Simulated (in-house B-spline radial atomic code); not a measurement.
A radial electron density 4πr²n(r) was computed for an atom or ion in its tabulated ground configuration with an all-electron radial atomic-structure program (B-spline basis); method: non-relativistic AM05, spin-polarised, spherical fractional occupations. Columns: r (bohr), 4πr²n(r) (electrons per bohr), bar.

```
  0.0021    1.087 #
  0.0025    1.501 #
 0.00297    2.056 ##
 0.00353    2.802 ###
  0.0042    3.801 ####
   0.005    5.118 #####
 0.00594    6.802 #######
 0.00707    8.966 #########
 0.00841    11.65 ###########
    0.01    14.88 ###############
  0.0119    18.68 ##################
  0.0141     22.8 ######################
  0.0168     27.3 ###########################
    0.02    31.64 ###############################
  0.0238    35.36 ###################################
  0.0283    37.93 #####################################
  0.0336    38.91 ######################################
    0.04    38.16 #####################################
  0.0475    36.05 ###################################
  0.0565    33.47 #################################
  0.0672    31.84 ###############################
  0.0799    32.45 ################################
  0.0951    35.74 ###################################
   0.113     40.6 ########################################
   0.134     44.6 ############################################
    0.16    45.08 ############################################
    0.19    40.64 ########################################
   0.226    32.72 ################################
   0.269    25.11 #########################
    0.32    21.53 #####################
    0.38    22.59 ######################
   0.452    25.37 #########################
   0.538     25.8 #########################
   0.639    22.01 #####################
    0.76    15.27 ###############
   0.904     8.48 ########
    1.08     3.61 ####
    1.28    1.234 #
    1.52   0.3138 
    1.81  0.05625 
    2.15 0.007105
```

Q: Which atom or ion is it?
A. Ga8+
B. Ge8+
C. Ge9+
D. As8+

A: B. The area under the curve, ∫4πr²n dr = ∫r·4πr²n d(ln r) on this logarithmic grid, is 24 electrons, which only this option has. The configuration is [Ar] 3d6.
